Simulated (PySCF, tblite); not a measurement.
C4H12O2SSi2.
Z-matrix (Å and degrees, GFN2-xTB geometry), rows numbered from 1:
```
C 
O   1  1.3971
Si  2  1.6278  1  127.86
O   3  1.6296  2  114.28  1    60.19
C   3  1.8789  2  100.60  1  -177.83
C   5  1.3325  3  123.66  2  -152.54
Si  6  1.8786  5  124.68  3   176.36
S   7  2.1573  6  106.84  5   -93.84
C   8  1.8209  7   99.68  6    57.45
H   1  1.0925  2  110.22  3    74.17
H   1  1.0923  2  111.25  3   -46.32
H   1  1.0908  2  108.06  3  -166.49
H   3  1.4572  2  114.04  1   -53.41
H   4  0.9541  3  122.63  2    67.43
H   5  1.0827  3  117.84  2    29.37
H   6  1.0848  5  117.85  3     1.26
H   7  1.4532  6  113.83  5   152.84
H   7  1.4620  6  111.00  5    22.82
H   9  1.0845  8  106.90  7  -170.72
H   9  1.0862  8  109.77  7   -51.11
H   9  1.0857  8  109.50  7    70.21
```

Computed with PBE0/pcSseg-1 in PySCF (dipole) on a GFN2-xTB geometry, gas phase.

Take the most abundant isotopes and a rigid rotor. The values belong to one conformer with, in the numbering `[CH3:1][O:2][Si@@H:3]([OH:4])/[CH:5]=[CH:6]/[SiH2:7][S:8][CH3:9]`, C1–O2–Si3–O4 60°, O2–Si3–O4–H 67°, O2–Si3–C5–C6 -153°, C5–C6–Si7–S8 -94°, C6–Si7–S8–C9 57°.

Task: Give the principal moments of inertia and the rotational constants in GHz.

Result: Ia = 279.03, Ib = 1298.66, Ic = 1397.20 u·Å²; 505379 MHz·u·Å²/I gives 1811, 389.2 and 361.7 MHz, that is A = 1.8112, B = 0.3892, C = 0.3617 GHz.

Task: What kind of rotor is it?

Result: A near-prolate asymmetric top: κ = (2 × 389.2 − 1811 − 361.7)/(1811 − 361.7) = -0.96.

Task: What does the inertial defect say?

Result: Not planar: Δ = Ic − Ia − Ib = -180.49 u·Å². For a rigid frame Δ = −2 Σ m c², so Σ m c² = 90.25 u·Å² lies off the ab plane: 16.21 from hydrogen and 74.04 from heavier atoms. The atom farthest from that plane is 2.22 Å away.

Task: Give the other two planar moments, Paa and Pbb, and the rms extents of the mass along the axes.

Result: Paa = Σ m a² = (Ib + Ic − Ia)/2 = 1208.41 and Pbb = Σ m b² = (Ia + Ic − Ib)/2 = 188.78 u·Å². With the mass M = 180.01 u, the rms extents √(P/M) along a, b and c are 2.59, 1.02, 0.71 Å.

Task: Give the coordinates in the principal-axis frame, origin at the centre of mass.

Result: The sense of each axis is arbitrary; atoms in the order of the calculation.
```
atom  mass (u)   a (Å)   b (Å)   c (Å)
  C1    12.000  -4.095  -1.307  -0.422
  O2    15.995  -2.795  -0.813  -0.555
 Si3    27.977  -2.202   0.600  -0.004
  O4    15.995  -2.289   0.777   1.614
  C5    12.000  -0.442   0.513  -0.654
  C6    12.000   0.590   1.126  -0.075
 Si7    27.977   2.375   0.981  -0.644
  S8    31.972   3.272  -0.604   0.513
  C9    12.000   2.146  -1.969   0.087
 H10     1.008  -4.772  -0.774  -1.093
 H11     1.008  -4.459  -1.194   0.601
 H12     1.008  -4.083  -2.365  -0.689
 H13     1.008  -2.970   1.767  -0.416
 H14     1.008  -1.777   0.246   2.218
 H15     1.008  -0.267  -0.041  -1.567
 H16     1.008   0.402   1.688   0.833
 H17     1.008   3.191   2.137  -0.315
 H18     1.008   2.447   0.587  -2.050
 H19     1.008   2.394  -2.798   0.741
 H20     1.008   1.117  -1.660   0.245
 H21     1.008   2.300  -2.256  -0.949
```

Task: Where do the levels up to J = 4 lie, in K?

Result: Above 0(0,0), as E/k:
J = 1: 1(0,1) 0.036, 1(1,1) 0.104, 1(1,0) 0.106
J = 2: 2(0,2) 0.108, 2(1,2) 0.175, 2(1,1) 0.179, 2(2,1) 0.384, 2(2,0) 0.384
J = 3: 3(0,3) 0.216, 3(1,3) 0.281, 3(1,2) 0.289, 3(2,2) 0.492, 3(2,1) 0.492, 3(3,1) 0.836, 3(3,0) 0.836
J = 4: 4(0,4) 0.360, 4(1,4) 0.423, 4(1,3) 0.436, 4(2,3) 0.636, 4(2,2) 0.636, 4(3,2) 0.981, 4(3,1) 0.981, 4(4,1) 1.463, 4(4,0) 1.463
Those of J = 1 are B + C, A + C and A + B.

Task: Which types of transition are allowed, and where do some lines up to J = 2 fall?

Result: The dipole components are |μa| = 1.98 D, |μb| = 1.22 D, |μc| = 0.29 D. Intensities carry the squares of the components, which stand as 1.00 : 0.38 : 0.02 (a : b : c). Some lines, for components of 0.1 D or more:

```csv
type,branch,"J(Ka,Kc)",MHz,lower level (cm⁻¹)
a,R,"1(0,1) ← 0(0,0)",751,0.000
c,Q,"2(1,2) ← 2(0,2)",1395,0.075
c,Q,"1(1,1) ← 1(0,1)",1422,0.025
a,R,"2(1,2) ← 1(1,1)",1474,0.072
b,Q,"2(1,1) ← 2(0,2)",1477,0.075
a,R,"2(0,2) ← 1(0,1)",1501,0.025
a,R,"2(1,1) ← 1(1,0)",1529,0.073
b,R,"1(1,1) ← 0(0,0)",2173,0.000
c,R,"1(1,0) ← 0(0,0)",2200,0.000
b,R,"2(1,2) ← 1(0,1)",2896,0.025
c,R,"2(1,1) ← 1(0,1)",2979,0.025
c,Q,"2(2,1) ← 2(1,1)",4266,0.124
b,Q,"2(2,0) ← 2(1,1)",4267,0.124
c,R,"2(2,0) ← 1(1,0)",5796,0.073
b,R,"2(2,0) ← 1(1,1)",5823,0.072
```

Task: Estimate the classical rotational partition function at 10 K, 25 K and 298.15 K.

Result: Point group C1, symmetry number σ = 1; q = (√π/σ)·√((kT/h)³/(ABC)), k/h = 20836.6 MHz/K: 10600 at 10 K, 41700 at 25 K, 1720000 at 298.15 K.

Its GFN2-xTB frequencies are all real (lowest 16 cm⁻¹). These are rigid-rotor constants of the computed structure; measured ground-state constants (B0) also hold zero-point vibration. A rigid rotor knows nothing of internal rotation, which can split or shift real lines.

Hardware: an Arm Neoverse V2 with one thread, shared host. Cost: 40 s wall, 1.1 GiB resident at most. This is the PBE0/pcSseg-1 job that gave the dipole, with the shieldings it also computed.
